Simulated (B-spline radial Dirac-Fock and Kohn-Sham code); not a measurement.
**The L3 (2p3/2) hole of zirconium ions: width and yield against charge**

Model: independent-particle rates on relativistic LDA orbitals of the hole state (multipoles up to L = 3, Coulomb Auger matrix elements, transition energies from Dirac-Fock). Program: a radial atomic solver. Tabulated ground configurations, configuration averages; single configurations, so decays that open only by mixing (as 1s 2s² with 1s 2p² in Be-like ions) are missing and such tiny yields are far too low.

```tsv
ion	configuration	radiative (eV)	non-radiative (eV)	yield
Zr	[Kr] 4d2 5s2	0.0475	1.48	0.0311
Zr⁺	[Kr] 4d2 5s1	0.0476	1.48	0.0311
Zr²⁺	[Kr] 4d2	0.0476	1.48	0.0311
Zr³⁺	[Kr] 4d1	0.0474	1.48	0.0310
Zr⁴⁺	[Ar] 3d10 4s2 4p6	0.0470	1.48	0.0309
Zr⁷⁺	[Ar] 3d10 4s2 4p3	0.0476	1.45	0.0319
```

Values without a named source are computed, but for edge energies of neutral atoms, which are taken from tables.
